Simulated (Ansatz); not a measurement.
Stepwise reaction of `N[SiH2]S[SiH](N)O` with hydrogen, as a gas-phase model of exchange steps in deposition or etching. ΔE in kJ/mol.

Isolated molecules relaxed with PBE0-D4/def2-TZVP in Ansatz; ΔE leaves out vibrations. CCSD(T)/CBS is the MP2 limit (def2-TZVPP, def2-QZVPP) plus CCSD(T) − MP2 in def2-TZVPP, frozen cores. This one scheme is used for every species. Functionals use def2-TZVPP. B3LYP here is the variant with VWN-RPA as its local correlation; programs differ in this. Each species was taken in one conformer, which may not be the lowest.

| step | reaction | PBE-D4 | B3LYP-D4 | ωB97M-V | CCSD(T)/CBS |
| --- | --- | --- | --- | --- | --- |
| 1 | `N[SiH2]S[SiH](N)O` + H₂ → `N[SiH](O)S[SiH3]` + NH₃ | 53.2 | 51.8 | 49.8 | 49.2 |

Question: Give the row of step 2, `N[SiH](O)S[SiH3]` + H₂ → `O[SiH2]S[SiH3]` + NH₃. (Best estimate.)

Answer: Ansatz gave: 
```tsv
step	reaction	PBE-D4	B3LYP-D4	ωB97M-V	CCSD(T)/CBS
2	`N[SiH](O)S[SiH3]` + H₂ → `O[SiH2]S[SiH3]` + NH₃	43.9	47.4	48.9	47.7
```

Question: By hand: ΔE of the 2 steps together at CCSD(T)/CBS.

Answer: (49.2) + (47.7) = 96.9 kJ/mol, or 48.5 kJ/mol a step.

In ΔE the steps differ by no more than 1.5 kJ/mol. All are uphill at CCSD(T)/CBS. PBE-D4 differs from CCSD(T)/CBS by -3.8 to 4.0 kJ/mol a step. Isolated molecules leave out the surface, adducts and barriers. Largest T1 diagnostic: 0.012.
